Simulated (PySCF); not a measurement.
# How methods differ on the excitation energy of Bi²⁺

Bi²⁺ [Xe] 4f14 5d10 6s2 6p1 (2P) → Bi²⁺ [Xe] 4f14 5d10 6s1 6p2, s spin flipped, as a difference of total energies. Computed with PySCF 2.14 in x2c-TZVPPall (11s7p6d3f, 83 functions), with the spin-free X2C one-electron Hamiltonian (Gaussian nucleus). Correlated levels: valence: [Xe] 4f14 5d10 frozen. The calculations carry no spin-orbit coupling.

```csv
method,excitation energy (eV)
UHF,12.197
MP2 (valence),11.692
SCS-MP2 (valence),11.633
```

**Question.** How much does correlation contribute at MP2 (valence)?

**Answer.** 11.692 − (12.197) = -0.505 eV, measured against UHF.

Spin-orbit coupling is strong in these open shells (close to jj coupling). The scalar numbers leave it out and a first-order estimate fails, so it can dominate the gap to the real levels.

The upper determinant mixes two multiplicities, so it lies between the two terms.

The coupled-cluster amplitudes are large for the upper state (T1 above 0.03 or a double amplitude above 0.15), so a single reference is strained.
